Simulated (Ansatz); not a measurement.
## GeH2 (SMILES [H][Ge][H]): the vertical electron affinity, rung by rung

The species is GeH2 (3 atoms), meant as a singlet with charge 0. As SMILES, `[H][Ge][H]`. The shape comes from GFN2-xTB, which is rough for such elements, and wasn't checked as a minimum.

```jsonl
{"atom": "Ge", "x (Å)": "0.0046", "y (Å)": "-0.0091", "z (Å)": "-0.7810"}
{"atom": "H", "x (Å)": "1.0988", "y (Å)": "-0.0178", "z (Å)": "0.3984"}
{"atom": "H", "x (Å)": "-1.1034", "y (Å)": "0.0269", "z (Å)": "0.3826"}
```

Each level gives the vertical electron affinity (to the doublet anion) (eV). The values are calculated.

The electron affinity is E(neutral) − E(anion): positive where the electron is bound.

| level | kind | program | value (eV) | less FCI/STO-3G |
| --- | --- | --- | --- | --- |
| PBE/STO-3G | GGA | Ansatz | -3.27 | +1.47 |
| revPBE/STO-3G | GGA | Ansatz | -3.30 | +1.44 |
| r2SCAN/STO-3G | meta-GGA | Ansatz | -3.21 | +1.53 |
| B2PLYP/STO-3G | double hybrid | Ansatz | -3.93 | +0.81 |
| MP2/STO-3G | perturbation theory | Ansatz | -4.56 | +0.18 |
| BCCD(T)/STO-3G | coupled cluster or CI | Ansatz | -4.73 | +0.01 |
| CCSDT/STO-3G | coupled cluster or CI | Ansatz | -4.73 | +0.01 |
| CCSDTQ/STO-3G | coupled cluster or CI | Ansatz | -4.74 | 0.00 |
| FCI/STO-3G | exact in the basis | Ansatz | -4.74 | 0.00 |

FCI/STO-3G is exact within its basis and frozen core, so for wave-function methods in that basis the difference is their error; functionals converge differently with the basis, so for them it is only a difference. All-electron rows without a relativistic Hamiltonian named are non-relativistic. The values span -4.74 to -3.21 eV. All rows use very small basis sets, so even the best lies far from the true value. In the correlated wave-function rows the outer d shell of Ge is correlated, in sets not made for it. Negative values mean that the anion is unbound at that level; they are set by how diffuse the basis is and aren't properties of the molecule.
